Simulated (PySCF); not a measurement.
Ionisation energy of P⁺ by level of theory

P⁺ [Ne] 3s2 3p2 (3P) → P²⁺ [Ne] 3s2 3p1 (2P), as a difference of total energies. All numbers are calculated (PySCF 2.14, no relativity, point nucleus, in aug-cc-pV(D+d)Z (5s4p3d, 32 functions)). Correlated levels: valence: [Ne] frozen. The calculations carry no spin-orbit coupling.

| method | ionisation energy (eV) |
| --- | --- |
| UHF | 19.169 |
| MP2 (valence) | 19.496 |
| SCS-MP2 (valence) | 19.415 |
| CCSD (valence) | 19.533 |
| CCSD(T) (valence) | 19.546 |
| CCSDT (valence) | 19.549 |

Problem. How much does correlation contribute at CCSD(T) (valence)?

Solution. 19.546 − (19.169) = 0.377 eV, measured against UHF.

A first-order spin-orbit estimate (lowest level to lowest level, LS coupling) adds -0.006 eV.

Errors of the correlated levels include the incompleteness of this basis and the frozen core.

For comparison: 19.769 eV (semi-empirical (NIST evaluation); NIST Atomic Spectra Database, ionization energies).
